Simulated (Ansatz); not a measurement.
`[F][Mo](=[S])(=[S])[Cl]` + H₂O → `[OH][Mo](=[S])(=[S])[Cl]` + H–F at 298.15 K and 1 bar (formal hydrolysis of a Mo–F bond).

Computed with Ansatz on PBE0-D4/def2-TZVP structures; ΔE is electronic, products minus reactants. CCSD(T)/CBS is the MP2 limit (def2-TZVPP, def2-QZVPP) plus CCSD(T) − MP2 in def2-TZVPP, frozen cores. This one scheme is used for every species. def2 core potentials past Kr. For Mo outer-core shells are correlated without core-valence functions, which leaves a few kJ/mol of doubt a bond. Each species was taken in one conformer, which may not be the lowest.

| species | CCSD(T)/CBS energy (Eh) | H − E (kJ/mol) | S (J/(mol·K)) |
| --- | --- | --- | --- |
| `[F][Mo](=[S])(=[S])[Cl]` | -1423.42718 | 38.9 | 354.9 |
| H₂O | -76.37941 | 66.4 | 188.7 |
| `[OH][Mo](=[S])(=[S])[Cl]` | -1399.40594 | 69.4 | 360.8 |
| H–F | -100.39570 | 33.5 | 173.6 |

H − E and S are ideal-gas, rigid-rotor, harmonic terms from PBE0-D4/def2-TZVP, for one conformer and one mirror image of each species. 1 Eh = 2625.50 kJ/mol, R = 8.31446 J/(mol·K).

**Question.** By hand: ΔE, ΔH, ΔS and ΔG.

**Answer.** ΔE = (-1399.40594) + (-100.39570) − (-1423.42718) − (-76.37941) = 0.00495 Eh = 13.0 kJ/mol. Δ(H − E) = 69.4 + 33.5 − 38.9 − 66.4 = -2.4, so ΔH = 10.6 kJ/mol. ΔS = 360.8 + 173.6 − 354.9 − 188.7 = -9.2 J/(mol·K). ΔG = 10.6 − 298.15 × (-9.2)/1000 = 13.3 kJ/mol.

**Question.** By hand: the equilibrium constant, and the temperature at which ΔG would vanish if ΔH and ΔS stayed fixed.

**Answer.** log₁₀ K = −ΔG/(RT ln 10) = -2.3. ΔH and −TΔS have one sign here, so there is no such temperature.

The number of gas molecules stays the same, so ΔS is small and ΔH decides. A doubt of 5 kJ/mol in ΔE shifts log₁₀ K by 0.9 here. Other conformers and mirror images would add mixing entropy, several J/(mol·K) or more a flexible species. These are equilibria of isolated gas molecules and say nothing of rates. Largest T1 diagnostic: 0.024 (customary marks: 0.02 for closed shells, 0.045 for open ones).

ΔS is within the doubt of such terms, so its sign, and with it that verdict, could turn.
